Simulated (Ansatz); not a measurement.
**GeSiH4F2 (SMILES F[SiH](F)[GeH3]): the energy, rung by rung**

The species is GeSiH4F2 (8 atoms), meant as a singlet with charge 0. As SMILES, `F[SiH](F)[GeH3]`. The shape was relaxed beforehand at r2SCAN/def2-SVP.

Each level gives the adiabatic electron affinity (to the doublet anion, shapes relaxed at r2SCAN/def2-SVP, no zero-point term) (eV). The values are calculated.

The electron affinity is E(neutral) − E(anion): positive where the electron is bound.

| level | kind | program | value (eV) | CPU time (all runs) |
| --- | --- | --- | --- | --- |
| HF/def2-SVP | Hartree–Fock | Ansatz | -1.01 | 3.9 s |
| PBE/def2-SVP | GGA | Ansatz | -0.23 | 6.9 s |
| r2SCAN/def2-SVP | meta-GGA | Ansatz | -0.23 | 18 s |
| B3LYP/def2-SVP | global hybrid | Ansatz | -0.27 | 10 s |
| MP2/def2-SVP | perturbation theory | Ansatz | -0.82 | 4.9 s |

All-electron rows without a relativistic Hamiltonian named are non-relativistic. The values span -1.01 to -0.23 eV. In the correlated wave-function rows the outer d shell of Ge is correlated, in sets not made for it. Negative values mean that the anion is unbound at that level; they are set by how diffuse the basis is and aren't properties of the molecule, whose anion may well be bound. In so small a basis fixed costs decide the times, and correlated methods can beat functionals. CPU times are rough (shared hosts, several kinds of processor and program).
